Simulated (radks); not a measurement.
These are the eigenvalues of the occupied orbitals of an atom or ion with whole-number occupations (eV). Method: Dirac Kohn-Sham, PBE, spin-unpolarised, spherical densities, finite nucleus; Fermi nuclear charge, rms radius of each element as measured or else 0.836 A^(1/3) + 0.57 fm; computed with a radial shooting solver on a logarithmic mesh with Libxc functionals.

1s1/2: -20130.19
2s1/2: -3906.065
2p1/2: -3703.813
2p3/2: -3605.424
3s1/2: -1479.425
3p1/2: -1409.126

Which element is it, and in what charge state? The configuration may be excited. Open shells, if any, fill j = l - 1/2 first.

Answer. Z = 41, niobium, charge +27: Nb27+ in [Ne] 3s2 3p2. The list shows which subshells hold electrons but not how many an open one holds; the 1s level, -739.77 hartree, gives Z - s = 38.5 by -(Z - s)^2/2, which with screening and relativity narrows Z to a few neighbours, and the depths of the outer levels then fix element, charge and occupations together.
